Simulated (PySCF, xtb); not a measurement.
Al(CF3)(Cl)2 (CAlCl2F3), SMILES F[C]([Al]([Cl])[Cl])(F)F.

GFN2-xTB run with xtb at its own geometry gives an orbital gap of 3.77 eV and a dipole moment of 4.12 D.

Geometry: PBE0-D3(BJ)/def2-SVP. The structure was generated by enumeration; whether it is a known compound was not checked.

Problem. What does M06-2X/def2-TZVP (PySCF) give? (Estimate from the structure and the level; the computed values follow.)

Solution. gap 9.45 eV (levels -10.78 and -1.33 eV), dipole 1.09 D.
